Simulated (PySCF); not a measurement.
An unknown gives this computed stick spectrum. The calculation used TDDFT PBE0/def2-SVPD, vertical, gas phase, core orbitals frozen in the response (PySCF). Geometries: GFN2-xTB, one conformer each.

```csv
state,ν̃ (cm⁻¹),f,"main configurations (H = HOMO, L = LUMO)"
S1,56180,0.0059,"H→L (79%), H→L+1 (13%)"
S2,58320,0.0020,"H-1→L (70%), H-1→L+1 (21%)"
S3,59880,0.0023,"H→L+1 (79%), H→L (16%)"
S4,62300,0.0040,"H-2→L (68%), H-2→L+1 (13%)"
S5,63770,0.015,"H-1→L+1 (66%), H-1→L (22%)"
S6,64560,0.0081,H→L+2 (79%)
```

**Question.** Which candidate is it?
A. `CO[C@@H]1C[C@]1(F)C(=O)Cl`
B. `CCCCC(F)=C(F)F`
C. `F[C@@]12CC[C@@H](O1)[C@@H](Cl)C2`
D. `C=C[C@@H](Cl)[C@H](F)C(=O)O`

**Answer.** C. Its S1, at 6.96 eV, is the highest among the candidates; the nearest of the others has S1 at 6.52 eV. S1 is HOMO→LUMO (79%), HOMO→LUMO+1 (13%). Löwdin shares by element: HOMO oxygen 37%, chlorine 26%, carbon 14% or more (atoms not listed hold the other 24%); LUMO chlorine 28%, carbon 22% or more, hydrogen 6% or more (atoms not listed hold the other 43%). At the same level the other candidates give, for their lowest levels:
- `CCCCC(F)=C(F)F`: 6.52 eV (f 0.011); 6.95 eV (f 0.012); 7.30 eV (f 0.053); 7.56 eV (f 0.047); 7.88 eV (f 0.404); T1 4.54 eV; HOMO -7.27, LUMO 0.49 eV
- `C=C[C@@H](Cl)[C@H](F)C(=O)O`: 5.57 eV (f 0.004); 6.25 eV (f 0.094); 6.55 eV (f 0.007); 6.59 eV (f 0.009); 6.87 eV (f 0.010); T1 4.25 eV; HOMO -8.10, LUMO -1.00 eV
- `CO[C@@H]1C[C@]1(F)C(=O)Cl`: 4.98 eV (f 0.021); 5.63 eV (f 0.131); 6.28 eV (f 0.002); 6.66 eV (f 0.012); 6.73 eV (f 0.007); T1 4.41 eV; HOMO -7.90, LUMO -1.46 eV
Triplets come from the Tamm–Dancoff approximation.
